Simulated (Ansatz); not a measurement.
CH₆GaNO (`NC[O][GaH2]`), 10 atoms. The species carries charge 0 and has multiplicity 1. Correlated methods include outer-core shells of Ga, which these sets cover unevenly. Scalar relativity is left out up to krypton. All runs use 4 threads of an Arm Neoverse V2 on a shared host. Correlated methods freeze the cores.

Question: Give the basis size and wall time and peak host memory of each of these runs in Ansatz. RKS ωB97M-V/def2-QZVPP energy; RKS r2SCAN0-D4/def2-TZVPP energy; RHF-CCSD(T)/def2-TZVPP energy; RKS ωB97M-V/def2-TZVPP energy and forces; RKS PBE0-D4/def2-QZVPP energy; RKS PBE0-D4/def2-TZVP relaxation (7 steps); direct RPA on PBE orbitals/def2-TZVPP energy; RKS SPW92 (LDA)/def2-TZVPP energy; RKS ωB97M-V/def2-SVP energy; RHF-MP2/def2-QZVPP energy; RKS PBE-QIDH (frozen core)/def2-TZVPP energy; RKS PBE0-D4/def2-SVP energy. (Best estimate.)

Answer: The calculation gave: Other jobs shared the machine, so times are rough.

```json
{"level": "RKS SPW92 (LDA)/def2-TZVPP", "job": "energy", "functions": "225", "wall time": "0.9 s", "peak host memory (GiB)": "0.26"}
{"level": "RKS PBE0-D4/def2-SVP", "job": "energy", "functions": "104", "wall time": "0.9 s", "peak host memory (GiB)": "0.21"}
{"level": "RKS r2SCAN0-D4/def2-TZVPP", "job": "energy", "functions": "225", "wall time": "3.5 s", "peak host memory (GiB)": "0.55"}
{"level": "RKS PBE-QIDH (frozen core)/def2-TZVPP", "job": "energy", "functions": "225", "wall time": "3.6 s", "peak host memory (GiB)": "0.55"}
{"level": "RKS ωB97M-V/def2-SVP", "job": "energy", "functions": "104", "wall time": "3.7 s", "peak host memory (GiB)": "0.32"}
{"level": "direct RPA on PBE orbitals/def2-TZVPP", "job": "energy", "functions": "225", "wall time": "4 s", "peak host memory (GiB)": "0.55"}
{"level": "RKS PBE0-D4/def2-QZVPP", "job": "energy", "functions": "440", "wall time": "5.5 s", "peak host memory (GiB)": "1.5"}
{"level": "RKS ωB97M-V/def2-TZVPP", "job": "energy and forces", "functions": "225", "wall time": "7.5 s", "peak host memory (GiB)": "0.75"}
{"level": "RKS ωB97M-V/def2-QZVPP", "job": "energy", "functions": "440", "wall time": "13 s", "peak host memory (GiB)": "1.8"}
{"level": "RHF-MP2/def2-QZVPP", "job": "energy", "functions": "440", "wall time": "14 s", "peak host memory (GiB)": "2.5"}
{"level": "RKS PBE0-D4/def2-TZVP", "job": "relaxation (7 steps)", "functions": "177", "wall time": "17 s", "peak host memory (GiB)": "0.43"}
{"level": "RHF-CCSD(T)/def2-TZVPP", "job": "energy", "functions": "225", "wall time": "89 s", "peak host memory (GiB)": "3.8"}
```
